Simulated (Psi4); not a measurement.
C2H6Cl2Si2, singlet, at a GFN2-xTB geometry; Psi4 with MP2/def2-SVP.

The Psi4 input:
```
memory 2 GB

molecule {
0 1
Si   -3.56818412   -0.27164881    0.64494300
C    -1.71039351   -0.11455873    0.92642355
C    -0.78842390   -0.07283144   -0.03407084
Si    1.06829608    0.08602837    0.22954595
Cl    1.99337781   -1.50131496   -0.61860315
Cl    1.72147436    1.77799925   -0.66839878
H    -4.22433253    0.90389302    1.22231078
H    -3.83371254   -0.35223252   -0.79113788
H    -4.03760397   -1.48295991    1.32188880
H    -1.37609087   -0.05350081    1.95598035
H    -1.12776689   -0.13425154   -1.06372331
H     1.43835702    0.13844609    1.63675271
}

set {
  basis def2-svp
  freeze_core true
}

energy('mp2')
print_variables()
```

What the program printed (banner, timings and long lists left out):

```
    SCF Algorithm Type (re)set to DF.

   => Loading Basis Set <=

    Name: DEF2-SVP
    Role: ORBITAL
    Keyword: BASIS

         ---------------------------------------------------------
                                   SCF
               by Justin Turney, Rob Parrish, Andy Simmonett
                          and Daniel G. A. Smith
                              RHF Reference
         ---------------------------------------------------------

  ==> Geometry <==

    Molecular point group: c1
    Full point group: C1

    Geometry (in Angstrom), charge = 0, multiplicity = 1:

       Center              X                  Y                   Z               Mass
    ------------   -----------------  -----------------  -----------------  -----------------
         SI          -3.675373737588    -0.279634533303     0.680313714480    27.976926534650
         C           -1.817583127588    -0.122544453303     0.961794264480    12.000000000000
         C           -0.895613517588    -0.080817163303     0.001299874480    12.000000000000
         SI           0.961106462412     0.078042646697     0.264916664480    27.976926534650
         CL           1.886188192412    -1.509300683303    -0.583232435520    34.968852682000
         CL           1.614284742412     1.770013526697    -0.633028065520    34.968852682000
         H           -4.331522147588     0.895907296697     1.257681494480     1.007825032230
         H           -3.940902157588    -0.360218243303    -0.755767165520     1.007825032230
         H           -4.144793587588    -1.490945633303     1.357259514480     1.007825032230
         H           -1.483280487588    -0.061486533303     1.991351064480     1.007825032230
         H           -1.234956507588    -0.142237263303    -1.028352595520     1.007825032230
         H            1.331167402412     0.130460366697     1.672123424480     1.007825032230

  Running in c1 symmetry.

  Rotational constants: A =      0.07777  B =      0.02127  C =      0.01755 [cm^-1]
  Rotational constants: A =   2331.36458  B =    637.61478  C =    526.24755 [MHz]
  Nuclear repulsion =  468.529245859734374

  Charge       = 0
  Multiplicity = 1
  Electrons    = 80
  Nalpha       = 40
  Nbeta        = 40

  ==> Algorithm <==

  SCF Algorithm Type is DF.
  DIIS enabled.
  MOM disabled.
  Fractional occupation disabled.
  Guess Type is SAD.
  Energy threshold   = 1.00e-08
  Density threshold  = 1.00e-08
  Integral threshold = 1.00e-12

  ==> Primary Basis <==

  Basis Set: DEF2-SVP
    Blend: DEF2-SVP
    Number of shells: 62
    Number of basis functions: 130
    Number of Cartesian functions: 136
    Spherical Harmonics?: true
    Max angular momentum: 2

   => Loading Basis Set <=

    Name: (DEF2-SVP AUX)
    Role: JKFIT
    Keyword: DF_BASIS_SCF

  ==> Integral Setup <==

  SCF_SUBTYPE=INCORE selected. In-core MEM_DF algorithm will be used.
  Using in-core AOs.

  ==> MemDFJK: Density-Fitted J/K Matrices <==

    J tasked:                   Yes
    K tasked:                   Yes
    wK tasked:                   No
    Algorithm:                 Core
    Schwarz Cutoff:           1E-12
    Mask sparsity (%):      10.7692
    Fitting Condition:        1E-10

   => Auxiliary Basis Set <=

  Basis Set: (DEF2-SVP AUX)
    Blend: DEF2-UNIVERSAL-JKFIT
    Number of shells: 238
    Number of basis functions: 770
    Number of Cartesian functions: 918
    Spherical Harmonics?: true
    Max angular momentum: 4

  Minimum eigenvalue in the overlap matrix is 2.4913695373E-03.
  Reciprocal condition number of the overlap matrix is 4.6687752484E-04.
    Using symmetric orthogonalization.

  ==> Pre-Iterations <==

  SCF Guess: Superposition of Atomic Densities via on-the-fly atomic UHF (no occupation information).

   -------------------------
    Irrep   Nso     Nmo
   -------------------------
     A        130     130
   -------------------------
    Total     130     130
   -------------------------

  ==> Iterations <==

                           Total Energy        Delta E     RMS |[F,P]|

   @DF-RHF iter SAD: -1575.01800303002346   -1.57502e+03   0.00000e+00
   @DF-RHF iter   1: -1575.55650987385866   -5.38507e-01   2.65730e-03 ADIIS/DIIS
   @DF-RHF iter   2: -1575.63671176088769   -8.02019e-02   1.10977e-03 ADIIS/DIIS
   @DF-RHF iter   3: -1575.65011318604593   -1.34014e-02   2.66755e-04 ADIIS/DIIS
   @DF-RHF iter   4: -1575.65151775536378   -1.40457e-03   5.14726e-05 DIIS
   @DF-RHF iter   5: -1575.65155824045951   -4.04851e-05   2.01497e-05 DIIS
   @DF-RHF iter   6: -1575.65156392699873   -5.68654e-06   5.01533e-06 DIIS
   @DF-RHF iter   7: -1575.65156438424992   -4.57251e-07   1.20787e-06 DIIS
   @DF-RHF iter   8: -1575.65156441867566   -3.44257e-08   3.45820e-07 DIIS
   @DF-RHF iter   9: -1575.65156442124680   -2.57114e-09   1.01386e-07 DIIS
   @DF-RHF iter  10: -1575.65156442145530   -2.08502e-10   3.43565e-08 DIIS
   @DF-RHF iter  11: -1575.65156442148646   -3.11502e-11   1.28293e-08 DIIS
   @DF-RHF iter  12: -1575.65156442149032   -3.86535e-12   3.40286e-09 DIIS
  Energy and wave function converged.

  ==> Post-Iterations <==

    Orbital Energies [Eh]
    ---------------------

    Doubly Occupied:

[...]
      40A     -0.397947

    Virtual:

[...]
    Final Occupation by Irrep:
              A
    DOCC [    40 ]
    NA   [    40 ]
    NB   [    40 ]

  @DF-RHF Final Energy: -1575.65156442149032

   => Energetics <=

    Nuclear Repulsion Energy =            468.5292458597343739
    One-Electron Energy =               -3111.3077594352052984
    Two-Electron Energy =                1067.1269491539808314
    Total Energy =                      -1575.6515644214903205

Computation Completed

Properties will be evaluated at   0.000000,   0.000000,   0.000000 [a0]

Properties computed using the SCF density matrix

 Multipole Moments:

 ------------------------------------------------------------------------------------
     Multipole            Electronic (a.u.)      Nuclear  (a.u.)        Total (a.u.)
 ------------------------------------------------------------------------------------

 L = 1.  Multiply by 2.5417464519 to convert [e a0] to [Debye]
 Dipole X            :         15.5956796          -16.2047215           -0.6090419
 Dipole Y            :          1.1646025           -1.2072662           -0.0426637
 Dipole Z            :         -4.9104250            5.3472774            0.4368525
 Magnitude           :                                                    0.7507279

 ------------------------------------------------------------------------------------

  //>>>>>>>>>>>>>>>>>>>>>>>>>>>>>>>>>>>//
  //               DFMP2               //
  //<<<<<<<<<<<<<<<<<<<<<<<<<<<<<<<<<<<//

   => Loading Basis Set <=

    Name: (DEF2-SVP AUX)
    Role: RIFIT
    Keyword: DF_BASIS_MP2

	 --------------------------------------------------------
	                          DF-MP2
	      2nd-Order Density-Fitted Moller-Plesset Theory

	        Rob Parrish, Justin Turney, Andy Simmonett,
	           Ed Hohenstein, and C. David Sherrill
	 --------------------------------------------------------

   => Auxiliary Basis Set <=

  Basis Set: (DEF2-SVP AUX)
    Blend: DEF2-SVP-RI
    Number of shells: 148
    Number of basis functions: 428
    Number of Cartesian functions: 492
    Spherical Harmonics?: true
    Max angular momentum: 3

	 --------------------------------------------------------
	                 NBF =   130, NAUX =   428
	 --------------------------------------------------------
	   CLASS    FOCC     OCC    AOCC    AVIR     VIR    FVIR
	   PAIRS      22      40      18      90      90       0
	 --------------------------------------------------------

	-----------------------------------------------------------
	 ==================> DF-MP2 Energies <====================
	-----------------------------------------------------------
	 Reference Energy          =   -1575.6515644214903205 [Eh]
	 Singles Energy            =      -0.0000000000000000 [Eh]
	 Same-Spin Energy          =      -0.1700688256747487 [Eh]
	 Opposite-Spin Energy      =      -0.5471118710254075 [Eh]
	 Correlation Energy        =      -0.7171806967001562 [Eh]
	 Total Energy              =   -1576.3687451181904180 [Eh]
	-----------------------------------------------------------
	 ================> DF-SCS-MP2 Energies <==================
	-----------------------------------------------------------
	 SCS Same-Spin Scale       =       0.3333333333333333 [-]
	 SCS Opposite-Spin Scale   =       1.2000000000000000 [-]
	 SCS Same-Spin Energy      =      -0.0566896085582496 [Eh]
	 SCS Opposite-Spin Energy  =      -0.6565342452304890 [Eh]
	 SCS Correlation Energy    =      -0.7132238537887385 [Eh]
	 SCS Total Energy          =   -1576.3647882752791247 [Eh]
	-----------------------------------------------------------

  Variable Map:
  ----------------------------------------------------------------------------
[...]
  Array Variable Map:
  ----------------------------------------------------------------------------
[...]
[...]
```
